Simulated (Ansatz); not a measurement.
`C=CN[SiH3]` → `C[SiH2]C=N`  (isomerisation)

Isolated molecules relaxed with PBE0-D4/def2-TZVP in Ansatz; ΔE leaves out vibrations. CCSD(T)/CBS is the MP2 limit (def2-TZVPP, def2-QZVPP) plus CCSD(T) − MP2 in def2-TZVPP, frozen cores. This one scheme is used for every species. Functionals use def2-TZVPP. Each species was taken in one conformer, which may not be the lowest.

CCSD(T)/CBS gives +0.32 eV.

Another level gave +0.36 eV. Which?
A. r2SCAN-D4/def2-TZVPP
B. revPBE/def2-TZVPP
C. HF/def2-TZVPP
D. revPBE-D4/def2-TZVPP

A. r2SCAN-D4 0.36, revPBE-D4 0.28, HF/def2-TZVPP 0.45, revPBE 0.23 eV.

Largest T1 diagnostic among the species: 0.012.

Leaving LDA and LC-ωPBE aside and taking each functional with its dispersion term where it has one, the values, not all of them listed here, spread over 0.16 eV, from revPBE-D4 to BHLYP-D4. LDA lies +0.19 eV from PBE without D4. From r2SCAN to r2SCAN0 (25 % exact exchange), in def2-TZVPP and without D4, ΔE moves by +0.04 eV. In def2-TZVPP, CCSD(T) changes the Hartree–Fock value by −0.15 eV (the triples alone add −0.02 eV) and MP2 by −0.09 eV.
